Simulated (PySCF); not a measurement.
Species: C8H6F2.
InChI=1S/C8H6F2/c1-2-6-4-3-5-7(9)8(6)10/h2-5H,1H2

Torsions of this conformer, `[CH2:1]=[CH:2][c:3]1[cH:4][cH:5][cH:6][c:7]([F:8])[c:9]1[F:10]`: C1–C2–C3–C4 -1°.

The closed-shell ground state was solved at several levels (PySCF, density fitting, gas phase, non-relativistic). The structure is a single PBE0-D3(BJ)/def2-SVP conformer in the gas phase; no vibrational or solvent corrections.

```tsv
level	basis functions	HOMO (eV)	LUMO (eV)	gap (eV)	dipole (D)
B3LYP/pcJ-1	330	-6.73	-1.63	5.10	2.38
HF/pcSseg-1	200	-8.86	1.99	10.85	3.03
PBE0/pcSseg-1	200	-6.96	-1.48	5.48	2.37
```

Question: Estimate the row for CAM-B3LYP/def2-SVPD, a basis of 254 functions; the other rows only guide the guess.

Answer: HOMO -8.15 eV, LUMO -0.51 eV, gap 7.64 eV, dipole 2.58 D.

Question: Over all these levels, which gives the widest orbital gap and which the narrowest?

Answer: HF/pcSseg-1 (Hartree–Fock, all exact exchange) has the widest, 10.85 eV, and B3LYP/pcJ-1 (global hybrid, 20 % exact exchange) the narrowest, 5.10 eV. Functional and basis both differ between the two, so the spread mixes both effects. The HOMO need not be the same orbital at Hartree–Fock and at DFT levels.

Question: How far do the dipole and the HOMO energy spread over the levels?

Answer: The dipole runs from 2.37 to 3.03 D (mean 2.59 D) and the HOMO from -8.86 to -6.73 eV.
